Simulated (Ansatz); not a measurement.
Compare A (`O=CN[SiH3]`) with its isomer B (`NC(=O)[SiH3]`).

Isolated molecules relaxed with PBE0-D4/def2-TZVP in Ansatz; ΔE leaves out vibrations. CCSD(T)/CBS is the MP2 limit (def2-TZVPP, def2-QZVPP) plus CCSD(T) − MP2 in def2-TZVPP, frozen cores. DFT in def2-TZVPP. B3LYP here is the variant with VWN-RPA as its local correlation; programs differ in this. Each species was taken in one conformer, which may not be the lowest.

A:

```xyz
9

O     1.4945   -0.6299    1.1255
C     0.4783   -0.0362    1.4050
N    -0.4422    0.3139    0.4724
Si   -0.1536   -0.1088   -1.2115
H     0.2289    0.2625    2.4395
H    -1.2614    0.8071    0.7894
H     1.0734    0.5459   -1.7169
H    -0.0737   -1.5766   -1.3807
H    -1.3443    0.4221   -1.9227
```

B:

```xyz
9

N    -0.2214   -1.1392    1.0420
C     0.4415   -0.6324   -0.0242
O     1.3501   -1.2223   -0.5767
Si   -0.0723    1.0941   -0.6967
H     0.0442   -2.0442    1.3993
H    -0.9692   -0.6381    1.4857
H     1.1113    1.9808   -0.6080
H    -0.4876    0.9205   -2.1083
H    -1.1966    1.6807    0.0869
```

Which is lower in electronic energy at CCSD(T)/CBS, and by how much? (An estimate is asked.)

Computed: A, by 69.8 kJ/mol.

Give E(B) − E(A) in kJ/mol with ωB97M-V, B3LYP, HF/def2-TZVPP, B3LYP-D4, PBE-D4, CCSD(T)/def2-SVP, B2PLYP. (Estimate.)

Ansatz gave: ωB97M-V 67.5, B3LYP 64.1, HF/def2-TZVPP 81.1, B3LYP-D4 64.9, PBE-D4 54.8, CCSD(T)/def2-SVP 71.7, B2PLYP 68.5. None reverses the order clearly.

Does the order hold for the free energy at 298.15 K (harmonic terms from PBE0-D4)? (Best estimate.)

The calculation gave: Yes: G(B) − G(A) = +65.8 kJ/mol, for one conformer each.

Largest T1 diagnostic: 0.016.

From BLYP to BHLYP (50 % exact exchange), in def2-TZVPP and without D4, E(B) − E(A) moves by +13.6 kJ/mol. In def2-TZVPP, CCSD(T) changes the Hartree–Fock value by −9.6 kJ/mol (the triples alone add −2.1 kJ/mol) and MP2 by −6.6 kJ/mol.
